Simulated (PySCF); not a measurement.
Cl₂Sn, SMILES [Cl][Sn][Cl] (connectivity only; charge and spin as stated), charge +1, multiplicity 2.

Coordinates come from a PBE0-D3(BJ)/def2-TZVP optimisation. The spin state was assumed, not searched. The isomer is the one that the SMILES or the coordinates give; other isomers of the formula were not compared. The def2 effective core potentials stand for the cores of Sn; spin–orbit coupling is left out.

Computed with PBE0-D3(BJ)/def2-TZVP in PySCF 2.14.0.

Frequencies are harmonic and unscaled.

```csv
mode,ν (cm⁻¹),IR (km/mol),moving atoms (share of kinetic energy)
1,93,2.5,"Cl 76 %, Sn 24 %"
2,367,7.1,"Cl 86 %, Sn 14 %"
3,402,34.0,"Cl 69 %, Sn 31 %"
```
